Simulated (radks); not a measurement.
Q: Valence configurations of the silicon ion Si+ (all share [Ne]). Calculated with a radial shooting solver on a logarithmic mesh with Libxc functionals: Dirac Kohn-Sham, LDA (Slater exchange, Perdew-Wang correlation), spin-unpolarised, spherical densities, point nucleus; open shells fill j = l - 1/2 first. Order these by energy: 3s1 3p2; 3p3; 3s1.5 3p1.5; 3s2 3p1; 3s0.5 3p2.5.

A: From the lowest, in eV above it: 3s2 3p1 0.000; 3s1.5 3p1.5 3.677; 3s1 3p2 7.383; 3s0.5 3p2.5 11.138; 3p3 14.920. NIST lists [Ne] 3s2 3p1 as the ground configuration; this level of theory agrees among the configurations tried. The energies are those of spherical spin-averaged densities, not of single terms.
